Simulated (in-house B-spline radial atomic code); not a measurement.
Atomic self-consistent-field run: S4+ (an excited or competing configuration). Method: Dirac-Hartree-Fock, average of configuration, Fermi nucleus of rms radius 3.2611 fm. Calculated with a radial B-spline atomic code at the basis-set limit.

Command:
```bash
python run_scf.py task.json out
```
Settings (nuclear radius in fm, mass in u):
```
Z                16
configuration    [He] 2s1 2p6 3s2 3d1
hamiltonian      dirac
method           hf
spin_polarised   False
nucleus          fermi
rms_radius       3.2611
atomic_mass      31.97207
speed_of_light   137.035999084
```

Output (hartree, bohr):
```
 radial grid: 68 intervals, B-splines of order 8, outer radius 14.6809 bohr

 iter        energy (Eh)    residual
    1       -381.1767692    5.33e-01
    2       -384.8968630    1.29e-01
    3       -385.0308294    5.29e-02
    4       -385.0530856    2.22e-02
    5       -385.0576503    4.21e-03
    6       -385.0577861    2.04e-04
    7       -385.0577867    2.28e-05
    8       -385.0577867    2.89e-06
    9       -385.0577867    7.87e-08

 total energy                     -385.057787
 kinetic                            387.20658
 electron-nucleus                  -887.74873
 electron-electron                  115.48436

 first-order corrections (not in the total)
   Gaunt                            0.09085
   retardation                     -0.00670
   frequency dependence            -0.00008
   self-energy                      0.05959
   Uehling                         -0.00393
   Wichmann-Kroll                   0.00001
   recoil                           0.00543

 orbital      occ     eigenvalue          <r>       <r^2>       <1/r>     <1/r^2>       r_max    small
 1s1/2      2.000      -95.91798    0.0967353   0.0125948     15.6708     498.819     0.06332  3.24e-03
 2s1/2      1.000      -12.22570     0.468184    0.261543     3.15137     41.5488      0.3821  5.20e-04
 2p1/2      2.000       -9.73756      0.42459    0.223206     3.05603     13.0765       0.319  4.96e-04
 2p3/2      4.000       -9.68611     0.426602     0.22518     3.03651     12.8166      0.3207  4.93e-04
 3s1/2      2.000       -2.80496      1.41138     2.27402    0.993821      6.1785        1.26  1.13e-04
 3d3/2      0.400       -1.68243      1.62458     3.10074    0.745826    0.704025       1.339  6.73e-05
 3d5/2      0.600       -1.68220      1.62497     3.10204    0.745554    0.703284        1.34  6.73e-05
```

Time taken, with all properties: 0.86 s on 1 thread of Arm Neoverse V2, on a shared host.

For the Dirac Hamiltonian the kinetic term is c α·p + (β - 1)c².
